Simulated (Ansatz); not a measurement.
Isolated molecules relaxed with PBE0-D4/def2-TZVP in Ansatz; ΔE leaves out vibrations. CBS: MP2 limit from def2 TZ/QZ plus the TZ coupled-cluster correction, frozen cores. DFT in def2-TZVPP. def2 core potentials past Kr. For Sn outer-core shells are correlated without core-valence functions, which leaves a few kJ/mol of doubt a bond. Each species was taken in one conformer, which may not be the lowest.

`[NH2][SnH2][Cl]` + `C[SiH](Cl)N=C=O` → `O=C=[N][SnH2][Cl]` + `C[SiH](N)Cl`  (redistribution)

| level | ΔE (eV) |
| --- | --- |
| ωB97X-V | -0.09 |
| HF/def2-TZVPP | -0.13 |
| SCS-MP2/def2-TZVPP | -0.09 |
| CCSD/def2-TZVPP | -0.10 |

(1) What does CCSD(T)/CBS give? (Best estimate.)

Largest T1 diagnostic among the species: 0.015.

## Answers

(1) The calculation gave: -0.09 eV. The listed levels differ from it by 0.00, -0.04, 0.00, -0.01 eV.

In def2-TZVPP, CCSD(T) changes the Hartree–Fock value by +0.04 eV (the triples alone add +0.00 eV) and MP2 by +0.05 eV.
